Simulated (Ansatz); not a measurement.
Species: CH3ClGa, charge 0, doublet. CH3ClGa (SMILES [CH3][Ga][Cl], doublet).
B3LYP-D3(BJ)/def2-TZVP minimum from Ansatz (a quantum-chemistry and plane-wave program):
```xyz
6

Ga     0.5184     0.3207     0.0320
C     -0.4192     1.4919    -1.3373
H     -1.3421     1.8388    -0.8715
H     -0.6502     0.8520    -2.1894
H      0.2050     2.3294    -1.6367
Cl    -0.6922    -1.4066     0.6899
```
Charge 0, spin multiplicity 2.

Total energies in def2-SVP, 17 correlated electrons, 20 frozen orbitals. Radicals and triplets start from unrestricted determinants; spin-orbit coupling is neglected. Cores are frozen in correlated methods (noble-gas shells, and filled d and f shells in the p block). No relativity. The spin of CH3ClGa ([CH3][Ga][Cl], doublet) was assumed, and the state is the lowest solution found for it.

```json
[
 {"method": "HF", "program": "Ansatz", "energy (Eh)": "-2421.98069", "minus CCSDT(Q) (mEh)": "368.58"},
 {"method": "MP2", "program": "Ansatz", "energy (Eh)": "-2422.30305", "minus CCSDT(Q) (mEh)": "46.22"},
 {"method": "CCSD", "program": "Ansatz", "energy (Eh)": "-2422.33830", "minus CCSDT(Q) (mEh)": "10.97"},
 {"method": "CCSD(T)", "program": "Ansatz", "energy (Eh)": "-2422.34763", "minus CCSDT(Q) (mEh)": "1.64"},
 {"method": "CCSDT(Q)", "program": "Ansatz", "energy (Eh)": "-2422.34927", "minus CCSDT(Q) (mEh)": "0.00"}
]
```

Rough core times of Ansatz's runs on a shared machine: CCSD(T) under 20 s, CCSDT(Q) 7 min.
